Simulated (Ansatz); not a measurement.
A structure relaxed at B3LYP-D4/def2-SVP in Ansatz, charge 0, singlet:

```xyz
6

Cu    0.0999   -1.0823   -1.1253
Cu   -0.8448    1.2217   -0.4918
Cu   -0.2316   -0.4147    1.1641
Cu   -2.1720   -0.7705   -0.4371
Se    2.0379   -0.6083    0.1344
Se    1.1106    1.6541    0.7557
```

Problem. Give its formula and point group.

Solution. the cluster Cu₄Se₂. Point group Cs (tolerance 0.1 Å).

Problem. Summarise the bond lengths by kind (pairs closer than 1.2 times the sum of covalent radii, bridged metal pairs left out).

Solution. 4 × Cu–Cu 2.39 to 2.57 Å; 4 × Cu–Se 2.36 to 2.50 Å; 1 × Se–Se 2.52 Å.

The relaxation made no stability test and no search for a lower SCF solution. No other spin state of charge 0 was run. Another isomer (singlet) lies 0.92 eV lower at PBE0-D4/def2-TZVP; other spin states weren't run for this one.
